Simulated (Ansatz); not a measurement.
Relaxation of W2O6⁺ with UKS PBE-D4/def2-SVP.

```sh
$ ansatz run in.yaml --threads 4 --pin off --events-out ev --progress --plain --max-ram 4787MiB
```

```yaml
crystal:
  periodic: [false, false, false]
  atoms:
    - {symbol: W, position_ang: [0.640290, 1.048790, -0.651500]}
    - {symbol: W, position_ang: [-0.640480, -1.048570, 0.651030]}
    - {symbol: O, position_ang: [-0.740400, -2.593830, -0.028970]}
    - {symbol: O, position_ang: [1.006980, -0.292860, 0.518610]}
    - {symbol: O, position_ang: [-1.362820, -0.848780, 2.167180]}
    - {symbol: O, position_ang: [1.364660, 0.849080, -2.166480]}
    - {symbol: O, position_ang: [-1.007230, 0.292630, -0.519450]}
    - {symbol: O, position_ang: [0.739000, 2.593550, 0.029590]}
basis:
  gaussian: {orbitals: def2-SVP}
total_charge: 1
magnetization: {spin_polarized: true, initial_magnetization: 1}
hamiltonian: {xc: pbe, dispersion: d4}
scf: {lower_state_search: "off"}
output: {orbitals: {seedname: orbitals}}
relax: {f_tol: 0.02, max_steps: 100}
```

Run time 20 s (4 threads of Arm Neoverse V1 on a shared host).

Positions (Å) and forces (eV/Å) at steps 1, 2, 3, 4, 5, 6 of 6:

```xyz
8
step=1 energy=-15911.9261 eV
W     0.640    1.049   -0.651    1.114    1.823   -1.129
W    -0.640   -1.049    0.651   -1.125   -1.831    1.138
O    -0.740   -2.594   -0.029   -0.330   -2.751   -0.912
O     1.007   -0.293    0.519    4.343   -1.258    2.232
O    -1.363   -0.849    2.167   -1.326    0.039    2.595
O     1.365    0.849   -2.166    1.332   -0.037   -2.603
O    -1.007    0.293   -0.519   -4.339    1.260   -2.235
O     0.739    2.594    0.030    0.331    2.755    0.914
8
step=2 energy=-15912.9732 eV
W     0.672    1.100   -0.683   -0.002   -0.003    0.004
W    -0.672   -1.100    0.683   -0.001    0.001    0.001
O    -0.793   -2.699    0.015   -0.126   -0.055    0.214
O     1.059   -0.308    0.546    0.738   -0.214    0.379
O    -1.425   -0.931    2.239   -0.058   -0.247   -0.028
O     1.425    0.931   -2.239    0.058    0.248    0.026
O    -1.060    0.308   -0.546   -0.736    0.214   -0.380
O     0.793    2.699   -0.015    0.127    0.055   -0.216
8
step=3 energy=-15913.0094 eV
W     0.661    1.082   -0.672    0.384    0.630   -0.391
W    -0.661   -1.082    0.672   -0.385   -0.630    0.392
O    -0.811   -2.700    0.050   -0.001    0.269    0.154
O     1.110   -0.323    0.572   -0.330    0.096   -0.170
O    -1.431   -0.970    2.228    0.122   -0.073   -0.277
O     1.431    0.970   -2.228   -0.121    0.073    0.277
O    -1.110    0.323   -0.572    0.331   -0.096    0.170
O     0.812    2.700   -0.050    0.001   -0.270   -0.155
8
step=4 energy=-15913.0381 eV
W     0.671    1.098   -0.682   -0.032   -0.052    0.032
W    -0.671   -1.098    0.682    0.032    0.051   -0.032
O    -0.825   -2.712    0.070   -0.018   -0.056    0.004
O     1.090   -0.317    0.562   -0.051    0.015   -0.026
O    -1.440   -0.995    2.232   -0.030   -0.023    0.045
O     1.440    0.995   -2.232    0.030    0.023   -0.045
O    -1.090    0.317   -0.562    0.051   -0.015    0.026
O     0.825    2.712   -0.070    0.018    0.056   -0.004
8
step=5 energy=-15913.0385 eV
W     0.672    1.100   -0.683    0.053    0.086   -0.054
W    -0.672   -1.100    0.683   -0.053   -0.086    0.053
O    -0.831   -2.719    0.078    0.012    0.059    0.011
O     1.086   -0.316    0.560    0.039   -0.011    0.020
O    -1.444   -1.006    2.234    0.030    0.009   -0.053
O     1.444    1.006   -2.234   -0.030   -0.009    0.053
O    -1.086    0.316   -0.560   -0.039    0.011   -0.020
O     0.831    2.719   -0.078   -0.012   -0.059   -0.011
8
step=6 energy=-15913.0388 eV
W     0.672    1.100   -0.683   -0.001   -0.002    0.001
W    -0.672   -1.100    0.683    0.001    0.002   -0.001
O    -0.830   -2.717    0.076    0.000    0.000    0.000
O     1.087   -0.316    0.560    0.000    0.000    0.000
O    -1.443   -1.003    2.233    0.000    0.000    0.000
O     1.443    1.003   -2.233    0.000    0.000    0.000
O    -1.087    0.316   -0.560    0.000    0.000    0.000
O     0.830    2.717   -0.076    0.000    0.000    0.000
```

In the def2 sets W takes a core potential; there is no spin–orbit coupling. The gap within one spin of the charge 1 doublet nearly closes, so an electron or hole may be smeared out by delocalisation error. The relaxation made no stability test and no search for a lower SCF solution. The structure comes from a short search, and lower isomers may exist.
